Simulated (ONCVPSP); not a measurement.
**Which change was made? (Cd, ONCV)**

ONCVPSP 4.0.1 input, shortened (lines: element, Z, core and valence counts, functional; n l f; lmax; l rc ep ncon nbas qcut; lloc lpopt rc5 dvloc0; l nproj debl; icmod fcfact rcfact), PBE, scalar-relativistic:

```
  Cd 48.00    6    4        4      upf
    1    0    2.00
    2    0    2.00
    2    1    6.00
    3    0    2.00
    3    1    6.00
    3    2   10.00
    4    0    2.00
    4    1    6.00
    4    2   10.00
    5    0    2.00
    2
    0    1.20    0.00    3    6    9.60
    1    1.65    0.00    4    7   10.10
    2    1.60    0.00    4    9    9.50
    4    3    0.75    0.00
    0    3    3.80
    1    3    3.10
    2    2    3.00
    3    5.25    1.20
```

Cutoffs, loose and tight: the cutoffs (Ha) at which the residual kinetic energy of the hardest occupied pseudo-wave falls to 1 and 0.1 mHa per electron. They do not see the model core or the augmentation charge, which bear on the density cutoff. Test errors are all-electron minus pseudo excitation energies from the reference, over the configurations 4s2 4p6 4d10 5s1; 4s2 4p6 4d10 5s0; 4s2 4p6 4d9 5s0; 4s1 4p6 4d10 5s2; variants that change the core or the reference have their own tests.

The base gives: outcome: generated; cutoff, loose: 36 Ha; cutoff, tight: 41 Ha; bound ghosts: d; GHOST(+) flags above zero: s; largest test error (meV): -162.

After one change the result is: outcome: generated; cutoff, loose: 36 Ha; cutoff, tight: 41 Ha; bound ghosts: none; GHOST(+) flags above zero: s; largest test error (meV): -112. Which change was it?
A. d: ncon 3, nbas 8
B. functional PBEsol; d: rc 1.2, qcut 12.7
C. all radii but the core radius scaled by about 1.14 (s 1.36, p 1.88, d 1.82 bohr); local potential polynomial inside 0.86 bohr (lpopt 3, dvloc0 0 Ha)
D. p: qcut 5.6

A. The others give: p: qcut 5.6 → outcome: generated; cutoff, loose: 36 Ha; cutoff, tight: 52 Ha; bound ghosts: p, d; GHOST(+) flags above zero: s, p; largest test error (meV): -172 | all radii but the core radius scaled by about 1.14 (s 1.36, p 1.88, d 1.82 bohr); local potential polynomial inside 0.86 bohr (lpopt 3, dvloc0 0 Ha) → outcome: generated; cutoff, loose: 33 Ha; cutoff, tight: 38 Ha; bound ghosts: none; GHOST(+) flags above zero: s; largest test error (meV): -177 | functional PBEsol; d: rc 1.2, qcut 12.7 → outcome: generated; cutoff, loose: 40 Ha; cutoff, tight: 50 Ha; bound ghosts: none; GHOST(+) flags above zero: s; largest test error (meV): -76.
